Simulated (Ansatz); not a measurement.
Consider the ligand exchange at the In–C bond: `[CH3][InH][Br]` + NH₃ → `[NH2][InH][Br]` + CH₄.

Computed with Ansatz on PBE0-D4/def2-TZVP structures; ΔE is electronic, products minus reactants. CCSD(T)/CBS is the MP2 limit (def2-TZVPP, def2-QZVPP) plus CCSD(T) − MP2 in def2-TZVPP, frozen cores. This one scheme is used for every species. DFT in def2-TZVPP. B3LYP here is the variant with VWN-RPA as its local correlation; programs differ in this. HSE06 is defined as in plane-wave codes. def2 core potentials past Kr. For Br, In outer-core shells are correlated without core-valence functions, which leaves a few kJ/mol of doubt a bond. Scalar relativity is left out up to krypton. One conformer a species, not always the lowest.

| level | ΔE (kJ/mol) | difference from CCSD(T)/CBS |
| --- | --- | --- |
| LDA (SPW92) | -31.8 | 1.7 |
| PBE-D4 | -30.3 | 3.2 |
| revPBE-D4 | -30.5 | 3.0 |
| BLYP-D4 | -35.0 | -1.5 |
| B97M-V | -34.8 | -1.3 |
| PBE0-D4 | -29.0 | 4.5 |
| B3LYP-D4 | -33.7 | -0.2 |
| r2SCANh-D4 | -32.9 | 0.6 |
| r2SCAN0-D4 | -31.7 | 1.8 |
| HSE06-D4 | -28.8 | 4.7 |
| BHLYP-D4 | -34.1 | -0.6 |
| CAM-B3LYP-D4 | -36.4 | -2.9 |
| ωB97X-V | -34.2 | -0.7 |
| ωB97M-V | -31.7 | 1.8 |
| B2PLYP | -34.9 | -1.4 |
| revPBE | -29.4 | 4.1 |
| BLYP | -34.9 | -1.4 |
| r2SCAN | -34.0 | -0.5 |
| PBE0 | -29.1 | 4.4 |
| B3LYP | -33.8 | -0.3 |
| r2SCANh | -33.0 | 0.5 |
| r2SCAN0 | -31.7 | 1.8 |
| BHLYP | -34.5 | -1.0 |
| CAM-B3LYP | -36.5 | -3.0 |
| LC-ωPBE | -34.6 | -1.1 |
| RPA@PBE/def2-TZVPP | -30.7 | 2.8 |
| HF/def2-SVP | -35.7 | -2.2 |
| MP2/def2-SVP | -41.6 | -8.1 |
| CCSD/def2-SVP | -39.1 | -5.6 |
| CCSD(T)/def2-SVP | -40.0 | -6.5 |
| MP2/def2-TZVPP | -31.6 | 1.9 |
| SCS-MP2/def2-TZVPP | -33.5 | 0.0 |
| CCSD/def2-TZVPP | -30.9 | 2.6 |
| CCSD(T)/def2-TZVPP | -31.3 | 2.2 |
| HF/def2-QZVPP | -36.6 | -3.1 |
| MP2/def2-QZVPP | -32.9 | 0.6 |
| SCS-MP2/def2-QZVPP | -34.7 | -1.2 |
| HF/CBS(def2) | -36.6 | -3.1 |
| MP2/CBS(def2) | -33.8 | -0.3 |
| CCSD/CBS(def2) | -33.2 | 0.3 |
| CCSD(T)/CBS | -33.5 | 0 |

Largest T1 diagnostic among the species: 0.013.

At CCSD(T), def2-SVP lies −6.5 kJ/mol from the extrapolated value and def2-TZVPP +2.2 kJ/mol. Leaving LDA and LC-ωPBE aside and taking each functional with its dispersion term where it has one, the values spread over 7.5 kJ/mol, from CAM-B3LYP-D4 to HSE06-D4.
